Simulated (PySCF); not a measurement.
Simulated outer-valence photoelectron spectrum of `C#C[SiH]1CC1`. Theory: EOM-IP-CCSD/aug-cc-pVDZ in PySCF, restricted Hartree–Fock reference, 9 core orbitals frozen, non-relativistic, gas phase, PBE0-D3(BJ)/def2-SVP geometry.

Each root has a Gaussian of 0.5 eV full width with its one-hole share as area; cross sections and vibrations are left out, and the highest printed point is 100.

```json
{"ionisation energy (eV)": "8.0", "intensity": "0"}
{"ionisation energy (eV)": "8.2", "intensity": "2"}
{"ionisation energy (eV)": "8.4", "intensity": "15"}
{"ionisation energy (eV)": "8.6", "intensity": "45"}
{"ionisation energy (eV)": "8.8", "intensity": "55"}
{"ionisation energy (eV)": "9.0", "intensity": "28"}
{"ionisation energy (eV)": "9.2", "intensity": "6"}
{"ionisation energy (eV)": "9.4", "intensity": "1"}
{"ionisation energy (eV)": "9.6", "intensity": "0"}
{"ionisation energy (eV)": "9.8", "intensity": "1"}
{"ionisation energy (eV)": "10.0", "intensity": "7"}
{"ionisation energy (eV)": "10.2", "intensity": "31"}
{"ionisation energy (eV)": "10.4", "intensity": "56"}
{"ionisation energy (eV)": "10.6", "intensity": "41"}
{"ionisation energy (eV)": "10.8", "intensity": "20"}
{"ionisation energy (eV)": "11.0", "intensity": "43"}
{"ionisation energy (eV)": "11.2", "intensity": "100"}
{"ionisation energy (eV)": "11.4", "intensity": "100"}
{"ionisation energy (eV)": "11.6", "intensity": "41"}
{"ionisation energy (eV)": "11.8", "intensity": "7"}
{"ionisation energy (eV)": "12.0", "intensity": "1"}
{"ionisation energy (eV)": "12.2", "intensity": "3"}
{"ionisation energy (eV)": "12.4", "intensity": "19"}
{"ionisation energy (eV)": "12.6", "intensity": "53"}
{"ionisation energy (eV)": "12.8", "intensity": "74"}
{"ionisation energy (eV)": "13.0", "intensity": "73"}
{"ionisation energy (eV)": "13.2", "intensity": "52"}
{"ionisation energy (eV)": "13.4", "intensity": "19"}
{"ionisation energy (eV)": "13.6", "intensity": "3"}
{"ionisation energy (eV)": "13.8", "intensity": "0"}
{"ionisation energy (eV)": "14.0", "intensity": "1"}
{"ionisation energy (eV)": "14.2", "intensity": "8"}
{"ionisation energy (eV)": "14.4", "intensity": "32"}
{"ionisation energy (eV)": "14.6", "intensity": "55"}
{"ionisation energy (eV)": "14.8", "intensity": "39"}
{"ionisation energy (eV)": "15.0", "intensity": "12"}
{"ionisation energy (eV)": "15.2", "intensity": "11"}
{"ionisation energy (eV)": "15.4", "intensity": "36"}
{"ionisation energy (eV)": "15.6", "intensity": "55"}
{"ionisation energy (eV)": "15.8", "intensity": "35"}
{"ionisation energy (eV)": "16.0", "intensity": "9"}
{"ionisation energy (eV)": "16.2", "intensity": "1"}
```

**Question.** Where are the maxima, and how many lines lie under the curve?

**Answer.** 6 maxima, at 8.7, 10.4, 11.3, 12.9, 14.6 and 15.6 eV, from 8 lines. At this width some lines have no maximum of their own.

**Question.** List the lines with their holes.

**Answer.** 
| E (eV) | leading hole (HF orbital) | area | Koopmans (eV) |
| --- | --- | --- | --- |
| 8.75 | HOMO | 0.96 | 9.12 |
| 10.43 | HOMO-1 | 0.95 | 10.86 |
| 11.28 | HOMO-2 | 0.94 | 11.53 |
| 11.32 | HOMO-3 | 0.95 | 11.93 |
| 12.71 | HOMO-4 | 0.95 | 13.76 |
| 13.09 | HOMO-5 | 0.94 | 14.32 |
| 14.62 | HOMO-6 | 0.94 | 16.11 |
| 15.60 | HOMO-7 | 0.94 | 16.99 |

The widest gap, 1.68 eV, lies between 8.75 and 10.43 eV. Only orbitals with −ε under 21 eV, eight at most, were ionised, so the high end of the curve may lack lines.
